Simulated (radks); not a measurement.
Values are calculated unless marked as measured or tabulated.
How relativity changes the ionisation of neutral boron ([He] 2s2 2p1) to B+ ([He] 2s2). Spin-unpolarised spherical Kohn-Sham, PBE, point nucleus unless stated (finite: rms radius 2.406 fm), a radial shooting solver on a logarithmic mesh with Libxc functionals. A level marked "c x" has the speed of light scaled by that factor and shares open shells by 2j + 1; other Dirac levels either fill j = l - 1/2 first or share by 2j + 1.

level	E(B) (hartree)	E(B+) (hartree)	IE (eV)	HOMO	<r> HOMO (bohr)
non-rel.	-24.59558	-24.29343	8.222	2p	2.301
scalar-rel.	-24.60320	-24.30114	8.219	2p	2.301
scalar-rel., finite nucleus	-24.60320	-24.30114	8.219	2p	2.301
Dirac, 2j+1 shares	-24.60320	-24.30114	8.219	2p3/2	2.302
Dirac, low j first	-24.60328	-24.30114	8.222	2p1/2	2.301
Dirac, 2j+1 shares, finite nucleus	-24.60320	-24.30114	8.219	2p3/2	2.302
Dirac, c x 0.85	-24.60613	-24.30410	8.219	2p3/2	2.302
Dirac, c x 3	-24.59642	-24.29429	8.221	2p3/2	2.301
Dirac, c x 5	-24.59588	-24.29374	8.222	2p3/2	2.301

NIST Atomic Spectra Database: 8.298 eV (measured). The relativistic part of the total energy of B is -0.007619 hartree (Dirac, 2j+1 shares, finite nucleus), 0.031 % of the non-relativistic value. Spin polarisation and multiplet splitting of open shells are left out at every level.

Beside tabulated values, note that spin-unpolarised runs miss the spin-polarisation part of the exchange energy of open shells.
